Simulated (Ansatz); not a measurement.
Mulliken charges of ClH₅N₃Nb, SMILES `[NH]=[Nb]([NH2])([NH2])[Cl]` from r2SCAN/def2-TZVPP in Ansatz (PBE0-D4/def2-TZVP geometry).

| atom | x (Å) | y (Å) | z (Å) | charge (e) |
| --- | --- | --- | --- | --- |
| N1 | -1.233 | 0.922 | -0.965 | -0.668 |
| Nb2 | -0.013 | -0.199 | -0.433 | 1.393 |
| N3 | -0.802 | -1.135 | 1.108 | -0.590 |
| N4 | 1.528 | 0.914 | 0.081 | -0.590 |
| Cl5 | 0.611 | -1.733 | -2.080 | -0.391 |
| H6 | -1.931 | 1.480 | -1.435 | 0.168 |
| H7 | -1.727 | -0.989 | 1.481 | 0.183 |
| H8 | -0.289 | -1.779 | 1.695 | 0.156 |
| H9 | 1.579 | 1.919 | 0.023 | 0.183 |
| H10 | 2.358 | 0.549 | 0.528 | 0.156 |

**Question.** By hand: the dipole of these point charges (1 e Å = 4.8032 D).

**Answer.** Σ q r = (0.110, 0.142, 0.534) e Å, of length 0.563 e Å = 2.70 D.

**Question.** How does the dipole of the full density compare? (An estimate is asked.)

**Answer.** Computed: (0.023, 0.273, 0.597) e Å, 3.16 D; the point charges give 0.85 times that, at 13° from its direction.

Point charges leave out the atoms' own dipoles, such as those of lone pairs, and Mulliken's split depends on the basis, so the close match here is no proof of good charges.
